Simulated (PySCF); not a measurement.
# Sr: excitation energy

Sr [Kr] 5s2 (1S) → Sr [Kr] 5s1 5p1 (3P), as a difference of total energies. Calculation: PySCF 2.14, in aug-cc-pVDZ-X2C (7s6p4d, 45 functions); scalar relativity by spin-free X2C-1e. Correlated levels: valence: [Kr] frozen. The calculations carry no spin-orbit coupling.

| method | excitation energy (eV) | error (eV) |
| --- | --- | --- |
| UHF | 0.989 | -0.834 |
| MP2 (valence) | 1.394 | -0.429 |
| SCS-MP2 (valence) | 1.503 | -0.320 |
| CCSD (valence) | 1.585 | -0.238 |

Reference: 1.823 eV (measured; NIST levels, between the centres of gravity of the two terms).

Errors of the correlated levels include the incompleteness of this basis and the frozen core.

With two correlated electrons CCSD is exact in that space.
